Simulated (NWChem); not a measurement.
## Basis-set convergence for H$_{4}$SSi$_{2}$

```xyz
7

Si    -0.6113    -0.9542     0.0000
S     -1.2382     1.1038     0.0000
H     -2.5926     0.8929     0.0000
Si     1.7262    -0.3200     0.0000
H      2.0229     1.1600     0.0000
H      2.3855    -0.9373    -1.2112
H      2.3855    -0.9373     1.2112
```
Charge 0, spin multiplicity 1.

Everything below was run with NWChem. Structure: optimised with PBE/def2-SVP, a minimum by its harmonic frequencies. It is one conformer; others weren't searched.

Quantity: vertical ionisation energy at the level ΔHF (Δ: difference of total energies, the cation a doublet at the parent's geometry with its hole in an orbital of symmetry a' (Cs labels); it is the state that the SCF runs reached, from PBE0 orbitals for Hartree-Fock references, and need not be the lowest).

The Pople sets run with spherical d functions. The structure started from a generated list of species. The stability of the SCF solutions was not checked. Open-shell Hartree-Fock references start from PBE0 orbitals; any time given for them includes that run.

Relative cost: rough, from shared machines, SCF included, STO-3G = 1.

### Question
In def2-TZVPP the value is 7.65 eV. Among STO-3G, 3-21G, 6-31G*, def2-SVP, def2-SVPD, aug-pcseg-1, 6-311++G**, def2-TZVP, pcseg-2, which is the smallest basis within 0.05 eV of it?

### Answer
def2-TZVP, with 135 functions against 182. def2-TZVPP isn't the basis-set limit itself, and a small set can land close by cancellation.

```tsv
basis	functions	vertical ionisation energy (eV)	relative cost
STO-3G	31	4.87	1
3-21G	47	8.01	under 3
6-31G*	62	7.79	under 3
def2-SVP	74	7.76	under 3
def2-SVPD	107	7.73	5
aug-pcseg-1	117	7.73	6
6-311++G**	118	7.78	5
def2-TZVP	135	7.66	8
pcseg-2	158	7.72	10
def2-TZVPP	182	7.65	20
```
